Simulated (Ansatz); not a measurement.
Start from `CBOCO` and change one atom or group to get `C=COBC`.

Ansatz, PBE0-D4/def2-TZVP geometries, multiplicity 1. Each molecule was computed in one conformer, which needn't be the lowest.

| property | `CBOCO` |
| --- | --- |
| size of the dipole moment (ωB97M-V/def2-TZVPP) / D | 1.12 |
| LUMO energy (ωB97M-V/def2-TZVPP) / eV | 1.99 |
| HOMO–LUMO gap (ωB97M-V/def2-TZVPP) / eV | 12.82 |
| HOMO–LUMO gap (PBE0/def2-TZVPP) / eV | 8.59 |
| LUMO energy (B3LYP/def2-TZVPP) / eV | -0.13 |
| HOMO energy (B3LYP/def2-TZVPP) / eV | -8.27 |

(1) What does the change do to each property? (An estimate is asked.)

Answers

(1) Ansatz gave: 
```tsv
property	`C=COBC`	shift
size of the dipole moment (ωB97M-V/def2-TZVPP) / D	1.32	0.20
LUMO energy (ωB97M-V/def2-TZVPP) / eV	1.76	-0.23
HOMO–LUMO gap (ωB97M-V/def2-TZVPP) / eV	11.42	-1.40
HOMO–LUMO gap (PBE0/def2-TZVPP) / eV	7.22	-1.37
LUMO energy (B3LYP/def2-TZVPP) / eV	-0.41	-0.28
HOMO energy (B3LYP/def2-TZVPP) / eV	-7.16	1.11
```

With PBE0 the HOMO rises by 1.09 eV and the LUMO falls by 0.30 eV, so the gap narrows by about 1.39 eV. PBE moves the HOMO by 0.74 eV and ωB97M-V by 1.17 eV. Dipoles are sizes alone; their direction can turn.

B3LYP here is the variant with VWN-RPA as its local correlation; programs differ in this.
